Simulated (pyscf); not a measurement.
Optimised with ωB97X-D3(BJ)/def2-SVP in PySCF. MP2 and CC: frozen core, UHF for open shells. ΔMP2 is the change of the MP2 total energy from the triple- to the quadruple-zeta basis.

**Question.** Estimate the classical barrier height and the reaction energy of H₃AsOSi (SMILES O1[SiH2][AsH]1) → :HSi–O–AsH₂ (SMILES [SiH]O[AsH2]) [singlet] at CCSD(T)/def2-TZVPP + ΔMP2(QZVPP). The step runs on the singlet surface, breaks As–Si, H–Si and forms As–H; take the reactant's lowest minimum found as zero.

**Answer.** ΔE‡ = 29.8 kcal/mol, ΔE = +16.3 kcal/mol. Zero-point energy shifts the barrier by -1.7 kcal/mol. It is a rearrangement, with an imaginary mode of 622i cm⁻¹. :HSi–O–AsH₂ [singlet] lies 17.1 kcal/mol over its isomer HO–Si:–AsH₂ [singlet], and others may lie lower still (electronic energy, ωB97M-D3(BJ)). One saddle was located; it need not be the lowest between these sides. A restricted solution here is unstable towards spin polarisation, so biradical character is likely and single-reference numbers are less safe. The CCSD(T) − MP2 part came from Ansatz, without density fitting, on the same reference. The frozen core leaves the outer d or s,p core shells of the metals and heavy elements correlated in the MP2 and CC values, and def2-TZVPP describes them poorly, which can shift differences by a few kcal/mol. Elements up to Kr have no core potential and no relativistic terms here.
